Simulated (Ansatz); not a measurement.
The cluster K5H5. Charge 0, multiplicity 1. Geometry PBE-D4/def2-SVP.

```xyz
10

K     4.661   -0.150   -2.229
K    -3.147   -0.904    4.009
K     1.058    0.660   -2.688
K    -2.904    0.263    0.473
K     0.890   -0.065    1.112
H    -1.117   -0.433    2.644
H     2.845   -0.024   -0.527
H     3.174    0.402   -4.082
H    -0.781    0.561   -0.915
H    -4.679   -0.310    2.204
```

B3LYP takes the VWN-RPA correlation. Another isomer (singlet) lies 0.38 eV lower at PBE0-D4/def2-TZVP; other spin states weren't run for this one.

Estimate the orbital energies around the gap (eV) in Ansatz with PBE-D4/def2-TZVP, r2SCAN-D4/def2-TZVP, r2SCANh-D4/def2-TZVP, B3LYP-D4/def2-TZVP, PBE0-D4/def2-TZVP.


```
orbital  PBE-D4/def2-TZVP  r2SCAN-D4/def2-TZVP  r2SCANh-D4/def2-TZVP  B3LYP-D4/def2-TZVP  PBE0-D4/def2-TZVP
 HOMO−9            -17.10               -17.67                -18.39              -18.72             -19.08
 HOMO−8            -17.04               -17.61                -18.33              -18.65             -19.02
 HOMO−7            -16.91               -17.45                -18.18              -18.52             -18.90
 HOMO−6            -16.88               -17.43                -18.15              -18.50             -18.87
 HOMO−5            -16.85               -17.40                -18.13              -18.47             -18.84
 HOMO−4             -4.46                -4.56                 -4.98               -5.34              -5.53
 HOMO−3             -4.04                -4.16                 -4.56               -4.90              -5.08
 HOMO−2             -3.86                -3.99                 -4.38               -4.72              -4.88
 HOMO−1             -3.41                -3.49                 -3.88               -4.24              -4.39
   HOMO             -3.40                -3.49                 -3.88               -4.23              -4.38
   LUMO             -0.94                -0.24                 -0.16               -0.69              -0.47
 LUMO+1             -0.93                -0.23                 -0.15               -0.68              -0.46
 LUMO+2             -0.33                 0.26                  0.39               -0.05               0.10
 LUMO+3             -0.31                 0.34                  0.42               -0.04               0.13
 LUMO+4             -0.21                 0.40                  0.48                0.16               0.32
 LUMO+5             -0.05                 0.60                  0.73                0.27               0.44
```
